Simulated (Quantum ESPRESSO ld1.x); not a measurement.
These are the eigenvalues of the occupied orbitals of an atom or ion with whole-number occupations (hartree). Method: scalar-relativistic Kohn-Sham, LDA (Slater exchange, Perdew-Wang correlation), spin-polarised, spherical densities, point nucleus; computed with ld1.x of Quantum ESPRESSO 7.5.

orbital  eigenvalue
1s up      -656.027
1s down    -656.019
2s up      -92.5703
2s down    -92.5648
2p up      -82.8248
2p down    -82.8178
3s up      -16.7214
3s down    -16.7117
3p up      -13.5463
3p down    -13.5358
3d up      -8.31869
3d down    -8.30746
4s up      -3.76701
4s down    -3.71935
4p up      -2.91446
4p down    -2.86594
5s up      -1.35726

Which element is it, and in what charge state? The configuration may be excited. Open shells, if any, are filled with parallel spins first.

Answer. Z = 40, zirconium, charge +4: Zr4+ in [Ar] 3d10 4s2 4p5 5s1. The list shows which subshells hold electrons but not how many an open one holds; the 1s level, -656.03 hartree, gives Z - s = 36.2 by -(Z - s)^2/2, which with screening and relativity narrows Z to a few neighbours, and the depths of the outer levels then fix element, charge and occupations together.
